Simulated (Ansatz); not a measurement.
Ligand exchange: C5H9Br + Sn(CH3)3(OH) → C5H10O + Sn(CH3)3Br

Gas-phase species: C5H9Br (bromocyclopentane) `BrC1CCCC1`, singlet; Sn(CH3)3(OH), singlet; C5H10O `OC1CCCC1`, singlet; Sn(CH3)3Br (trimethyltin bromide), singlet. The partners trade Br for OH: C–Br and Sn–OH bonds give way to C–OH and Sn–Br.

Shapes, held fixed at every level: PBE0-D4/def2-TZVP. Flexible molecules stand in one conformer, not always the lowest. Programs: Ansatz 0.2.0. The zero-point and thermal change to 298 K, harmonic and unscaled (PBE0-D4/def2-TZVP), is +4.4 kJ/mol.

```json
{"level": "HF/def2-SVP", "kind": "Hartree–Fock", "ΔH(298 K) (kJ/mol)": "-98.0"}
{"level": "SPW92/def2-TZVPP", "kind": "LDA", "ΔH(298 K) (kJ/mol)": "-67.6"}
{"level": "PBE-D4/def2-TZVPP", "kind": "GGA", "ΔH(298 K) (kJ/mol)": "-59.7"}
{"level": "B3LYP-D4/def2-TZVPP", "kind": "global hybrid", "ΔH(298 K) (kJ/mol)": "-61.7"}
{"level": "BHLYP-D4/def2-TZVPP", "kind": "global hybrid", "ΔH(298 K) (kJ/mol)": "-70.5"}
{"level": "PBE0-D4/def2-TZVPP", "kind": "global hybrid", "ΔH(298 K) (kJ/mol)": "-67.3"}
{"level": "CCSD/def2-SVP", "kind": "coupled cluster or CI", "ΔH(298 K) (kJ/mol)": "-80.8"}
{"level": "MP2/def2-TZVPP", "kind": "perturbation theory", "ΔH(298 K) (kJ/mol)": "-49.2"}
```

MP2/def2-TZVPP gives ΔH(298 K) = -49.2 kJ/mol; the levels span -98.0 to -49.2. The median of the levels is -67.4. No measured value is set beside it here. For atoms past krypton def2 sets carry core potentials with scalar relativity. Relativity is left out for Br. Outer-core shells of Br, Sn are correlated, in sets that cover them unevenly. MP2/def2-TZVPP lies outside the range of the other correlated levels here, so it shouldn't be taken on trust.
